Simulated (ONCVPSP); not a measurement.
**How hard is this Si ONCV potential?**

ONCVPSP 4.0.1 input, shortened (lines: element, Z, core and valence counts, functional; n l f; lmax; l rc ep ncon nbas qcut; lloc lpopt rc5 dvloc0; l nproj debl; icmod fcfact rcfact), BLYP, scalar-relativistic:

```
  Si 14.00    1    4  -106131      upf
    1    0    2.00
    2    0    2.00
    2    1    6.00
    3    0    2.00
    3    1    1.00
    1
    0    1.15    0.00    4    7   10.40
    1    0.90    0.00    3    7   12.10
    4    5    0.90    6.00
    0    2    3.80
    1    2    1.10
    3    5.00    1.25
```

Question: For each optimised wave give the share of its norm inside rc, the residual kinetic energy above qcut (Ha) and the cutoffs (Ha) for errors of 10, 1, 0.1 and 0.01 mHa per electron.

Answer:

| wave | norm inside rc | residual KE | 10 mHa | 1 mHa | 0.1 mHa | 0.01 mHa |
| --- | --- | --- | --- | --- | --- | --- |
| 2s | 0.975 | 3.2e-07 | 25.2 | 33.4 | 40.6 | 46.5 |
| 3s | 0.090 | 5.1e-07 | 18.0 | 25.6 | 32.0 | 36.9 |
| 2p | 0.900 | 6.9e-04 | 60.0 | 70.9 | 209.9 | not reached |
| 3p | 0.032 | 2.3e-04 | 50.8 | 65.0 | 82.4 | 228.2 |

The occupied waves need 71 Ha and 210 Ha for 1 and 0.1 mHa.
